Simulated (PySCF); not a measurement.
From one molecule to another.

First species: C2H6O3SSi.
Z-matrix (Å and degrees, GFN2-xTB geometry), rows numbered from 1:
```
C 
Si  1  1.8894
O   2  1.6162  1  107.67
S   2  2.1671  1  112.92  3   119.87
C   2  1.9244  1  111.92  3  -121.88
O   5  1.2046  2  126.67  1   -40.57
O   5  1.3405  2  111.38  1   141.02
H   1  1.0852  2  110.88  3    53.40
H   1  1.0858  2  110.84  3   -66.40
H   1  1.0859  2  111.16  3   173.38
H   3  0.9553  2  122.89  1   177.21
H   4  1.3230  2   96.37  1    71.15
H   7  0.9733  5  110.94  2   178.69
```

Second species: C4H10O2Si.
Structure used (GFN2-xTB), in Å, numbered top down from 1:
```xyz
17
C4H10O2Si angstrom
C      3.474    0.068    0.400
C      2.245    0.543    0.504
O      1.165   -0.252    0.574
Si    -0.404    0.152    0.675
C     -0.969    1.250   -0.773
O     -1.025   -1.340    0.632
C     -2.374   -1.679    0.662
H      4.318    0.728    0.346
H      3.659   -0.990    0.365
H      2.047    1.609    0.537
H     -0.688    0.825    1.949
H     -2.025    1.497   -0.711
H     -0.422    2.187   -0.808
H     -0.806    0.746   -1.724
H     -2.454   -2.761    0.556
H     -2.919   -1.197   -0.153
H     -2.829   -1.376    1.608
```

Levels: CAM-B3LYP/def2-SVPD for dipole moment, HOMO energy, LUMO energy, HOMO–LUMO gap, static isotropic polarisability and electronic spatial extent ⟨r²⟩ about the centre of nuclear charge; TDDFT CAM-B3LYP/def2-SVPD for lowest singlet excitation; TDA CAM-B3LYP/def2-SVPD for lowest triplet excitation (Tamm–Dancoff); GFN2-xTB for rotational constant A and rotational constant C. Geometries: GFN2-xTB. Each species is one conformer at its optimised geometry, gas phase, non-relativistic unless stated. Electronic properties by PySCF.

Dipoles, sizes and rotational constants follow the conformer. The torsions of the flexible species, by atom-mapped SMILES:
- `[CH3:1][Si@@:2]([OH:3])([SH:4])[C:5](=[O:6])[OH:7]`: C1–Si2–C5–O6 -41°, H–O3–Si2–C1 177°, H–S4–Si2–C1 71°, H–O7–C5–Si2 179°
- `[CH2:1]=[CH:2][O:3][Si@@H:4]([CH3:5])[O:6][CH3:7]`: C1–C2–O3–Si4 -179°, C2–O3–Si4–C5 57°, O3–Si4–O6–C7 -179°

```json
{"property": "dipole moment", "column X": "2.35 D", "column Y": "1.32 D"}
{"property": "HOMO energy", "column X": "-8.13 eV", "column Y": "-8.78 eV"}
{"property": "LUMO energy", "column X": "1.16 eV", "column Y": "0.14 eV"}
{"property": "HOMO–LUMO gap", "column X": "9.29 eV", "column Y": "8.92 eV"}
{"property": "lowest singlet excitation", "column X": "6.55 eV", "column Y": "4.96 eV"}
{"property": "lowest triplet excitation (Tamm–Dancoff)", "column X": "4.28 eV", "column Y": "4.31 eV"}
{"property": "static isotropic polarisability", "column X": "82.1 au", "column Y": "81.2 au"}
{"property": "electronic spatial extent ⟨r²⟩ about the centre of nuclear charge", "column X": "1234 bohr²", "column Y": "1136 bohr²"}
{"property": "rotational constant A", "column X": "4.277 GHz", "column Y": "2.004 GHz"}
{"property": "rotational constant C", "column X": "0.987 GHz", "column Y": "1.235 GHz"}
```

(1) Which column belongs to which species?

(2) How does each property change from the first species to the second?

Results:

(1) Column X is the second species and column Y the first. The first has 13 atoms and 72 electrons, the second 17 and 64.

(2) dipole moment +1.03 D; HOMO energy +0.65 eV; LUMO energy +1.02 eV; HOMO–LUMO gap +0.37 eV; lowest singlet excitation +1.59 eV; lowest triplet excitation (Tamm–Dancoff) -0.03 eV; static isotropic polarisability +0.9 au; electronic spatial extent ⟨r²⟩ about the centre of nuclear charge +98 bohr²; rotational constant A +2.273 GHz; rotational constant C -0.248 GHz.

On the first: In wavenumbers S1 is 40000 cm⁻¹ (1 eV = 8065.54 cm⁻¹). The principal polarisabilities are 76.0, 81.5 and 86.0 au; their mean is the isotropic value.

On the second: In atomic units the dipole is 0.92 e·bohr (1 au = 2.5417 D). The vertical singlet–triplet gap S1 − T1 is 2.27 eV (TDDFT singlet less Tamm–Dancoff triplet).
